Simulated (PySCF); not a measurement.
Species: C8H6NO (doublet state).
Geometry (GFN2-xTB, Å), atoms numbered from 1 in this order:
```
atom  x, y, z in Å
C1    -2.1159    1.2384    0.2438
C2    -0.8920    0.6300    0.1410
C3     0.3122    1.3045    0.5027
C4     1.5338    0.7038    0.4022
C5     1.6474   -0.6171   -0.0658
O6     2.8431   -1.2408   -0.1769
C7     0.5006   -1.3168   -0.4303
C8    -0.7449   -0.7209   -0.3344
C9    -1.8820   -1.4569   -0.7109
N10   -2.8072   -2.0644   -1.0198
H11   -2.2021    2.2482    0.6017
H12   -3.0204    0.7259   -0.0291
H13    0.2352    2.3189    0.8641
H14    2.4304    1.2412    0.6843
H15    3.5571   -0.6546    0.1037
H16    0.5971   -2.3304   -0.7877
```

The hyperfine couplings belong to this conformer and change with its torsions.

Identity: `[CH2]c1ccc(O)cc1C#N` [radical].

Computed with PySCF, UKS B3LYP, pcH-1 on C H N O, non-relativistic, mean-field spin-orbit, GIAO. Isolated species at its GFN2-xTB geometry (one conformer only). A GFN2-xTB geometry isn't a minimum of the functional, and hyperfine couplings can be far from their values at a DFT geometry. Stability of the SCF solution: not tested. ⟨S²⟩ is 0.782 where a pure state has 0.75.

Principal values of hyperfine tensors in MHz (contact and dipolar terms together), for some of the nuclei:

```
atom  isotope      A1      A2      A3
  C1      13C    1.19    2.31  160.19
 H12       1H  -67.04  -43.53  -17.12
 H11       1H  -66.78  -43.04  -16.51
  C2      13C  -63.13  -32.53  -28.17
  C8      13C    4.96    5.23   64.65
  C5      13C    1.85    2.85   66.89
  C3      13C    5.35    5.52   59.52
  C4      13C  -38.24  -13.94  -12.35
```

(1) Give the isotropic coupling of each nucleus in MHz and in mT (g = 2.0028), and the anisotropic part.

(2) What spin density at the nucleus of H11 lies behind its contact coupling (g_N = 5.58569)?

(3) C7 (13C, g_N = 1.40482) isn't in the table. Its spin density at the nucleus is -0.01823 bohr⁻³. What is its contact coupling?

(4) Name the largest traceless tensor T of the table and describe it.

(5) What first-order splitting does C1 cause when the field lies along A1, A2 or A3 of its tensor (g taken as isotropic, no quadrupole term)?

## Answers

(1) a_iso is a third of the trace, T = A − a_iso, and a(mT) = a(MHz)/(g × 13.996).

```csv
atom,a_iso (MHz),a_iso (mT),T1,T2,T3
C1,54.56,1.946,-53.38,-52.25,105.62
H12,-42.57,-1.518,-24.48,-0.97,25.44
H11,-42.11,-1.502,-24.67,-0.93,25.60
C2,-41.28,-1.473,-21.85,8.74,13.11
C8,24.94,0.890,-19.99,-19.72,39.70
C5,23.86,0.851,-22.01,-21.01,43.03
C3,23.46,0.837,-18.11,-17.95,36.05
C4,-21.51,-0.767,-16.73,7.57,9.16
```

(2) a_FC = (2μ0/3) gₑ μB g_N μN ρ(0)/(2S·h) = 800.24 MHz × g_N × ρ(0)/(2S), with ρ in bohr⁻³. With a_FC = -42.11 MHz and 2S = 1, ρ(0) = -0.009421 bohr⁻³. In magnitude that is 3.0 % of the 1/π = 0.318 of a free hydrogen atom.

(3) By the same relation, a_FC = -20.5 MHz. Its full tensor has the principal values -32.64, -15.23, -13.60 MHz.

(4) C1: -53.4, -52.2, 105.6 MHz, axial, in the ratio −1:−1:+2, the form that spin in one p orbital centred on that nucleus gives.

(5) 2 lines (I = 1/2), spaced by |A_i|/(g × 13.996): 0.04, 0.08, 5.71 mT along the axes of A1, A2 and A3.
